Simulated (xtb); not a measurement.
C₅H₁₅O₂Si (SMILES CCO[SiH](C)[OH+]CC), charge +1, singlet, at a GFN2-xTB geometry; GFN0-xTB in xtb.

Here is a job for xtb.
```
$ xtb mol.xyz --gfn 0 --chrg 1 --acc 30 --json

# file mol.xyz
23

C      2.94369932     1.91177469     0.71550495
C      2.64124402     0.60970739    -0.00095751
O      1.23034019     0.45642314    -0.11564129
Si     0.26214938    -0.71284220    -0.59849238
C      0.14484599    -2.26186060     0.46752199
O     -1.19706517     0.23157620    -0.16869727
C     -2.57050323    -0.06891096    -0.48509897
C     -3.48893689     0.46102128     0.59570044
H      4.01886965     2.03260516     0.80233655
H      2.54227533     2.75459528     0.15936291
H      2.51145476     1.90704963     1.71253350
H      3.06763268     0.60847316    -1.00682324
H      3.04307334    -0.24286950     0.55099586
H      0.16235563    -0.85531801    -2.04114479
H     -0.73270441    -2.86366227     0.24628526
H      0.11483817    -2.01364593     1.52946283
H      1.00638691    -2.90789398     0.31757368
H     -1.07031623     1.16675901     0.05768486
H     -2.81443888     0.36276476    -1.45966455
H     -2.62611340    -1.15430626    -0.55532193
H     -4.51458084     0.19196662     0.36207418
H     -3.43148187     1.54550862     0.65987693
H     -3.23563725     0.03337901     1.56234442
```

Task: Write the output that xtb gives for this input, abridged.

Result: 
```
   ID    Z sym.   atoms
    1    6 C      1, 2, 5, 7, 8
    2    8 O      3, 6
    3   14 Si     4
    4    1 H      9-23

           -------------------------------------------------
          |                Calculation Setup                |
           -------------------------------------------------

           -------------------------------------------------
          |                 G F N 0 - x T B                 |
           -------------------------------------------------

          ...................................................
          :                      SETUP                      :
          :.................................................:
          :  # basis functions                  68          :
          :  # atomic orbitals                  67          :
          :  # shells                           47          :
          :  # electrons                        50          :
          :  electronic temp.          300.0000000     K    :
          :  accuracy                   30.0000000          :
          :  -> integral cutoff          0.2000000E+02      :
          :  -> integral neglect         0.3000000E-06      :
          ...................................................

         :::::::::::::::::::::::::::::::::::::::::::::::::::::
         ::                     SUMMARY                     ::
         :::::::::::::::::::::::::::::::::::::::::::::::::::::
         :: total energy             -25.600786153410 Eh    ::
         :: gradient norm              0.044464971506 Eh/a0 ::
         :: HOMO-LUMO gap              4.908773727694 eV    ::
         ::.................................................::
         :: H0 energy                -27.126852650483 Eh    ::
         :: repulsion energy           0.352118462395 Eh    ::
         :: electrostat energy         1.201774162537 Eh    ::
         :: -> Gsolv                   0.000000000000 Eh    ::
         ::    -> Gsasa                0.000000000000 Eh    ::
         ::    -> Gshift               0.000000000000 Eh    ::
         :: dispersion energy         -0.006503553548 Eh    ::
         :: short-range corr.         -0.021322574312 Eh    ::
         :: add. restraining           0.000000000000 Eh    ::
         :: total charge               1.000000000000 e     ::
         :::::::::::::::::::::::::::::::::::::::::::::::::::::

           -------------------------------------------------
          |                Property Printout                |
           -------------------------------------------------

    * Orbital Energies and Occupations

         #    Occupation            Energy/Eh            Energy/eV
      -------------------------------------------------------------
         1        2.0000           -0.6976355             -18.9836
       ...           ...                  ...                  ...
        13        2.0000           -0.5273676             -14.3504
        14        2.0000           -0.5263930             -14.3239
        15        2.0000           -0.5229371             -14.2298
        16        2.0000           -0.5152681             -14.0212
        17        2.0000           -0.5102214             -13.8838
        18        2.0000           -0.5067177             -13.7885
        19        2.0000           -0.5017641             -13.6537
        20        2.0000           -0.4945200             -13.4566
        21        2.0000           -0.4753070             -12.9338
        22        2.0000           -0.4544224             -12.3655
        23        2.0000           -0.4344967             -11.8233
        24        2.0000           -0.4224402             -11.4952
        25        2.0000           -0.4189242             -11.3995 (HOMO)
        26                         -0.2385301              -6.4907 (LUMO)
        27                         -0.1997396              -5.4352
        28                         -0.1830845              -4.9820
[...]
             Fermi-level            0.0000000 Eh            0.0000 eV

     #   Z          covCN         q      C6AA      α(0)
     1   6 C        3.751    -0.423    33.423     8.343
     2   6 C        3.706     0.184    19.918     6.454
     3   8 O        1.620    -0.519    23.140     6.506
     4  14 Si       3.368     0.719   140.255    22.697
     5   6 C        3.651    -0.692    43.445     9.571
     6   8 O        2.408    -0.468    21.983     6.346
     7   6 C        3.680     0.033    22.608     6.887
     8   6 C        3.751    -0.413    33.124     8.306
     9   1 H        0.925     0.189     1.154     1.680
    10   1 H        0.925     0.212     1.042     1.596
    11   1 H        0.925     0.208     1.059     1.609
    12   1 H        0.924     0.093     1.846     2.125
    13   1 H        0.924     0.083     1.946     2.181
    14   1 H        0.921    -0.037     3.795     3.047
    15   1 H        0.925     0.237     0.929     1.507
    16   1 H        0.924     0.251     0.873     1.462
    17   1 H        0.925     0.240     0.918     1.498
    18   1 H        0.804     0.288     0.760     1.369
    19   1 H        0.924     0.121     1.606     1.982
    20   1 H        0.925     0.108     1.710     2.045
    21   1 H        0.925     0.195     1.126     1.659
    22   1 H        0.925     0.192     1.139     1.669
    23   1 H        0.925     0.199     1.104     1.643

 Mol. C6AA /au·bohr⁶  :       4299.031327
 Mol. C8AA /au·bohr⁸  :     120539.229035
 Mol. α(0) /au        :        102.181357

Wiberg/Mayer (AO) data.
largest (>0.10) Wiberg bond orders for each atom

 ---------------------------------------------------------------------------
     #   Z sym  total        # sym  WBO       # sym  WBO       # sym  WBO
 ---------------------------------------------------------------------------
     1   6 C    3.979 --     2 C    1.023    11 H    0.980    10 H    0.980
                             9 H    0.979
     2   6 C    3.946 --     1 C    1.023    12 H    0.977    13 H    0.976
                             3 O    0.949
     3   8 O    2.277 --     4 Si   1.202     2 C    0.949
     4  14 Si   3.956 --     3 O    1.202     5 C    0.970    14 H    0.891
                             6 O    0.734
     5   6 C    3.902 --     4 Si   0.970    15 H    0.959    17 H    0.957
                            16 H    0.956
     6   8 O    2.739 --    18 H    0.961     7 C    0.942     4 Si   0.734
     7   6 C    3.942 --     8 C    1.028    19 H    0.978    20 H    0.976
                             6 O    0.942
     8   6 C    3.978 --     7 C    1.028    23 H    0.980    22 H    0.979
                            21 H    0.976
     9   1 H    0.981 --     1 C    0.979
    10   1 H    0.986 --     1 C    0.980
    11   1 H    0.986 --     1 C    0.980
    12   1 H    0.996 --     2 C    0.977
    13   1 H    0.994 --     2 C    0.976
    14   1 H    0.942 --     4 Si   0.891
    15   1 H    0.984 --     5 C    0.959
    16   1 H    0.986 --     5 C    0.956
    17   1 H    0.985 --     5 C    0.957
    18   1 H    0.983 --     6 O    0.961
    19   1 H    0.993 --     7 C    0.978
    20   1 H    0.991 --     7 C    0.976
    21   1 H    0.982 --     8 C    0.976
    22   1 H    0.984 --     8 C    0.979
    23   1 H    0.987 --     8 C    0.980
 ---------------------------------------------------------------------------

Topologies differ in total number of bonds
Writing topology from bond orders to xtbtopo.mol

 dipole moment from electron density (au)
     X       Y       Z
  -1.1311  -0.0684  -0.4157  total (Debye):    3.068

           -------------------------------------------------
          | TOTAL ENERGY              -25.600786153410 Eh   |
          | GRADIENT NORM               0.044464971506 Eh/α |
          | HOMO-LUMO GAP               4.908773727694 eV   |
           -------------------------------------------------

normal termination of xtb
```
